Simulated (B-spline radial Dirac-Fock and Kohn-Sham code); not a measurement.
# Radiative decay of the 1s hole in Tm³⁺

System: the Tm³⁺ ion, [Xe] 4f12.

Method: independent-particle radiative and Coulomb Auger rates from relativistic LDA hole-state orbitals, with Dirac-Fock energies. Computed with a B-spline atomic structure program.

| line | multipole | energy (eV) | rate (s⁻¹) | share (%) |
| --- | --- | --- | --- | --- |
| K-L2 | E1 | 49768.9 | 1.23e+16 | 28.9 |
| K-L3 | E1 | 50737.9 | 2.17e+16 | 51.2 |
| K-M2 | E1 | 57293.3 | 2.24e+15 | 5.30 |
| K-M3 | E1 | 57500.8 | 4.36e+15 | 10.3 |
| K-M4 | E2 | 57872.1 | 4.19e+13 | 0.0990 |
| K-M5 | E2 | 57916.4 | 5.42e+13 | 0.128 |
| K-N2 | E1 | 59000.1 | 5.02e+14 | 1.18 |
| K-N3 | E1 | 59046.8 | 9.76e+14 | 2.30 |
| K-N4 | E2 | 59194.5 | 9.73e+12 | 0.0230 |
| K-N5 | E2 | 59202.9 | 1.25e+13 | 0.0295 |
| K-O2 | E1 | 59356.7 | 7.32e+13 | 0.173 |
| K-O3 | E1 | 59363.0 | 1.39e+14 | 0.329 |

The listed lines hold 100.0 % of the radiative rate. The radiative width is 27.9 eV in the length form and 28.5 eV in the velocity form; the two differ because the transition energies are not eigenvalue differences of the potential that gave the orbitals. Kα2/Kα1 is 0.565 and Kβ/Kα is 0.248.
